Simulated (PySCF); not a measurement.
# Orbital picture of BeF

PBE0 at R = 1.321 Å; PySCF, no relativity, basis sets Be STO-3G, F STO-3G. State: ²Σ⁺ (doublet), unpaired electrons σ ↑. Only the outer orbitals are listed, counted within each symmetry.

| spin | orbital | occ. | ε (eV) | on Be (%) | main shells (%) |
| --- | --- | --- | --- | --- | --- |
| α | 3σ | 1 | -31.12 | 7 | 92 F s |
| α | 4σ | 1 | -9.84 | 11 | 84 F p, 8 Be s |
| α | 1π | 1 | -8.83 | 17 | 83 F p, 17 Be p |
| α | 1π | 1 | -8.83 | 17 | 83 F p, 17 Be p |
| α | 5σ | 1 | -4.34 | 97 | 71 Be s, 27 Be p |
| α | 2π | 0 | 3.10 | 83 | 83 Be p, 17 F p |
| α | 2π | 0 | 3.10 | 83 | 83 Be p, 17 F p |
| α | 6σ | 0 | 11.07 | 85 | 66 Be p, 18 Be s, 12 F p |
| β | 3σ | 1 | -31.22 | 7 | 92 F s |
| β | 4σ | 1 | -9.75 | 10 | 85 F p |
| β | 1π | 1 | -8.92 | 13 | 87 F p, 13 Be p |
| β | 1π | 1 | -8.92 | 13 | 87 F p, 13 Be p |
| β | 5σ | 0 | 0.62 | 97 | 78 Be s, 19 Be p |
| β | 2π | 0 | 4.39 | 87 | 87 Be p, 13 F p |
| β | 2π | 0 | 4.39 | 87 | 87 Be p, 13 F p |

**Question.** Which are the highest filled and the lowest empty level, where do they sit, and how wide is the gap?

**Answer.** Highest filled α 5σ at -4.34 eV (in %: 71 Be s, 27 Be p); lowest empty β 5σ at 0.62 eV (in %: 78 Be s, 19 Be p); the gap at PBE0 is 4.96 eV. An empty level above zero is unbound, and its energy depends on the basis.

- bond order (Mayer): 1.54
- ⟨S²⟩: 0.756
- charge on Be (Mulliken, basis-dependent): 0.09
- charge on Be (Löwdin, basis-dependent): -0.11
- dipole moment (positive dipole means Be(−)F(+)): 0.32 D
- polarisability along the bond: 7.5 bohr³
- polarisability across the bond: 10.7 bohr³

STO-3G is very small, so such numbers show the basis as much as the molecule. The state is the lowest determinant that a PBE0 search found; another state may lie lower at other levels.
